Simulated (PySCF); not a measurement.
Polarisability and C₆ of Ba (barium, neutral)

[Xe] 5d2, high-spin 3F determinant (an excited configuration). All numbers are calculated (PySCF 2.14, scalar relativity by spin-free X2C-1e, in aug-cc-pVQZ-X2C (10s9p7d4f2g, 118 functions)). Coupled (time-dependent) response in atomic units; α is the mean over directions.

```tsv
method	mean α (bohr³)	α xx, yy, zz	C₆ (like pair)	S(−4)
revPBE	759.0	761.1, 761.1, 754.6	9345	2654000
```

S(−4) is the Cauchy moment in α(ω) = α(0) + S(−4) ω² + …

Spin-orbit coupling is absent.

α(iu) at revPBE:

```
u (hartree)  α(iu) (bohr³)
          0          759.0
     0.0500          154.7
      0.100          86.22
      0.200          42.89
      0.300          27.40
      0.500          15.49
      0.750          9.603
       1.00          6.631
       1.50          3.747
       2.00          2.439
       3.00          1.317
       5.00         0.6015
```

A single London oscillator, α(iu) = α/(1 + u²/ω²), gives C₆ = (3/4) ω α². Matching the computed C₆ needs ω = 4 × 9345 / (3 × 759.0²) = 0.0216 hartree.

The components differ because the open shell of this determinant is not spherical; for a pure term their mean is the scalar polarisability.

Spin-orbit coupling, absent here, splits the open shell strongly.
